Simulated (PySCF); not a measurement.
## Spinor energies of Yb(60+) (ytterbium, charge +60)

Start: [Ne]. Calculated with PySCF 2.14 in an uncontracted even-tempered set (17 s from 10 bohr⁻², ratio 2.6; 13 p from 13 bohr⁻², ratio 2.6; 6 d from 14 bohr⁻², ratio 2.8; 3 f from 290 bohr⁻², ratio 2.8): generalised Hartree-Fock with the X2C-1e Hamiltonian and a Gaussian nucleus; spin-orbit coupling (SO) screened by Boettger's factors.

| spinor shell | electrons | ε, screened SO (eV) | weight of nominal j (screened SO) | rms radius, screened SO (bohr) |
| --- | --- | --- | --- | --- |
| 1s1/2 | 2 | -66728.3 | 1.000 | 0.0223 |
| 2s1/2 | 2 | -15327.8 | 1.000 | 0.0884 |
| 2p1/2 | 2 | -14890.4 | 1.000 | 0.0752 |

(1) Where does 2p3/2 lie, and what is the 2p spin-orbit splitting (screened SO)?

```
   quantity  screened SO
E (hartree)  -9788.05806
        M_J            0
       ⟨J²⟩        0.000
       ⟨L²⟩        0.026
       ⟨S²⟩        0.026
```

Breit and QED terms are absent; they matter most for the inner s and p1/2 levels.

Densities and radii are taken from the X2C orbitals without a picture-change correction, which distorts them close to the nucleus.

Answers

(1) At -13800.9 eV, 1089.5 eV above 2p1/2.
